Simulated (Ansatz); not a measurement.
`C[Si](C)(C)C#Cc1ccc(-c2ccc(-c3ccc(C#C[Si](C)(C)C)cc3)cc2)cc1`. The state is a triplet with charge 0. Geometry PBE-D4/def2-SVP, that of the neutral singlet; atoms count from 1.

```xyz
60

C     6.317    8.005   -4.192
Si    7.182    6.521   -3.400
C     8.255    5.624   -4.673
C     8.234    7.079   -1.930
C     5.891    5.349   -2.788
C     5.027    4.565   -2.379
C     4.032    3.661   -1.907
C     2.653    3.978   -2.008
C     1.682    3.088   -1.546
C     2.036    1.847   -0.964
C     1.002    0.908   -0.474
C    -0.258    0.808   -1.108
C    -1.233   -0.081   -0.648
C    -1.001   -0.910    0.473
C    -2.035   -1.849    0.963
C    -2.158   -2.150    2.341
C    -3.131   -3.034    2.808
C    -4.031   -3.661    1.908
C    -5.027   -4.565    2.379
C    -5.891   -5.349    2.787
Si   -7.183   -6.520    3.399
C    -6.426   -8.250    3.508
C    -8.629   -6.510    2.181
C    -7.754   -5.944    5.108
C    -3.912   -3.363    0.526
C    -2.936   -2.477    0.070
C     0.258   -0.807    1.109
C     1.235    0.077    0.646
C     3.413    1.537   -0.865
C     4.392    2.418   -1.326
H     7.063    8.733   -4.572
H     5.682    7.686   -5.044
H     5.669    8.526   -3.458
H     9.045    6.301   -5.061
H     8.749    4.740   -4.223
H     7.646    5.276   -5.531
H     8.729    6.213   -1.445
H     9.023    7.785   -2.263
H     7.613    7.589   -1.167
H     2.357    4.941   -2.449
H     0.621    3.372   -1.613
H    -0.470    1.426   -1.994
H    -2.208   -0.119   -1.157
H    -1.490   -1.657    3.064
H    -3.217   -3.246    3.884
H    -7.178   -8.980    3.874
H    -6.069   -8.591    2.515
H    -5.564   -8.264    4.204
H    -9.427   -7.205    2.517
H    -8.299   -6.827    1.171
H    -9.069   -5.496    2.094
H    -8.531   -6.626    5.509
H    -8.182   -4.922    5.060
H    -6.907   -5.926    5.824
H    -4.596   -3.849   -0.186
H    -2.849   -2.285   -1.010
H     0.482   -1.450    1.974
H     2.197    0.141    1.176
H     3.720    0.568   -0.442
H     5.457    2.153   -1.250
```

Single mean-field runs in def2-TZVP are fitted with def2-universal-jkfit. At PBE0-D4/def2-TZVP a singlet of charge 0 lies 2.91 eV below the triplet at the same geometry.

(1) Estimate the Mulliken populations of the heavy atoms from the PBE0/def2-TZVP orbitals of Ansatz.

(2) Where does the spin sit?

(3) And the Mayer bond orders between heavy atoms (over 0.3)?

Results:

(1) 
```
atom  charge (e)  spin (α − β)
  C1       -0.48          0.00
 Si2        0.34          0.00
  C3       -0.48          0.00
  C4       -0.48          0.00
  C5        0.04          0.21
  C6        0.01         -0.11
  C7       -0.06          0.26
  C8       -0.19         -0.06
  C9       -0.21          0.14
 C10        0.18          0.05
 C11        0.17          0.33
 C12       -0.22          0.07
 C13       -0.22          0.06
 C14        0.17          0.33
 C15        0.17          0.04
 C16       -0.21          0.13
 C17       -0.19         -0.06
 C18       -0.06          0.25
 C19        0.01         -0.11
 C20        0.04          0.21
Si21        0.34          0.00
 C22       -0.48          0.01
 C23       -0.48          0.00
 C24       -0.48          0.00
 C25       -0.19         -0.06
 C26       -0.21          0.13
 C27       -0.22          0.06
 C28       -0.22          0.07
 C29       -0.21          0.14
 C30       -0.19         -0.06
```
Mulliken values depend strongly on the basis.

(2) Summed by element: C 2.03, Si 0.00, H -0.03, of 2 unpaired in all. Largest on single atoms: C14 0.33, C11 0.33, C7 0.26.

(3) C1–Si2 1.00 (1.89 Å); Si2–C3 1.00 (1.89 Å); Si2–C4 1.00 (1.89 Å); Si2–C5 0.99 (1.85 Å); C5–C6 2.49 (1.24 Å); C6–C7 1.16 (1.42 Å); C7–C8 1.28 (1.42 Å); C7–C30 1.28 (1.42 Å); C8–C9 1.54 (1.40 Å); C9–C10 1.25 (1.42 Å); C10–C11 1.07 (1.48 Å); C10–C29 1.25 (1.42 Å); C11–C12 1.19 (1.41 Å); C11–C28 1.19 (1.41 Å); C12–C13 1.63 (1.40 Å); C13–C14 1.19 (1.41 Å); C14–C15 1.06 (1.48 Å); C14–C27 1.19 (1.41 Å); C15–C16 1.25 (1.42 Å); C15–C26 1.25 (1.42 Å); C16–C17 1.54 (1.40 Å); C17–C18 1.28 (1.42 Å); C18–C19 1.16 (1.42 Å); C18–C25 1.28 (1.42 Å); C19–C20 2.50 (1.24 Å); C20–Si21 0.99 (1.85 Å); Si21–C22 1.00 (1.89 Å); Si21–C23 1.00 (1.89 Å); Si21–C24 1.00 (1.89 Å); C25–C26 1.54 (1.40 Å); C27–C28 1.63 (1.40 Å); C29–C30 1.54 (1.40 Å).
